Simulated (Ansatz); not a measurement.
BFH4O2Si, SMILES `OB[SiH](O)F`. Total charge 0; spin multiplicity 1.

```xyz
9

O    -1.366    1.622   -0.250
B    -0.517    0.900    0.513
Si    0.634   -0.492   -0.403
O     0.304   -1.923    0.327
F     2.180   -0.111   -0.182
H    -1.885    2.262    0.246
H    -0.467    1.097    1.699
H     0.484   -0.626   -1.878
H     0.633   -2.729   -0.073
```

Task: Give the diagnostics of a CCSD(T)/def2-TZVPP run (frozen core, Ansatz). (An estimate is asked.)

Result: Computed: T1 = 0.0135, largest single amplitude 0.037, largest double 0.032, (T) share of the correlation energy 3.2 %, 10 CCSD cycles. The RHF solution is stable towards an unrestricted one. T1 lies under the customary mark of 0.02 for closed shells.
